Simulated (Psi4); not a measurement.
C4H5 (SMILES [CH2]C#CC), doublet, geometry from GFN2-xTB. Base run: Psi4 1.11 with M06-2X/6-31G.

Here is a job for Psi4.
```
memory 2 GB

molecule mol {
0 2
  C    -0.016699   -0.144733    2.054516
  C    -0.005726   -0.050217    0.705697
  C     0.004207    0.034133   -0.513104
  C     0.015858    0.137252   -1.950679
  H    -0.945061   -0.199820    2.594000
  H     0.902734   -0.165853    2.611411
  H    -0.000598    1.187288   -2.252760
  H     0.917223   -0.323779   -2.357243
  H    -0.860138   -0.356451   -2.373990
}

set basis 6-31g
set reference uks

energy('m06-2x')
print_variables()
```

Variants of this job, named by their change:

| change | ΔE vs base (mEh) | point group used | SCF cycles |
|---|---|---|---|
| base | 0.000 | c1 | 10 |
| molecule keys = no_reorient | 0.000 | c1 | 10 |
| jitter_ang = 0.002 | -0.028 | c1 | 10 |
| molecule keys = symmetry c1, no_reorient, no_com | 0.000 | c1 | 10 |
| molecule keys = symmetry c1 | 0.000 | c1 | 10 |

Open shells are given as the SCF converged; they aren't shown to be the lowest states, and a large step between rows can be another state.
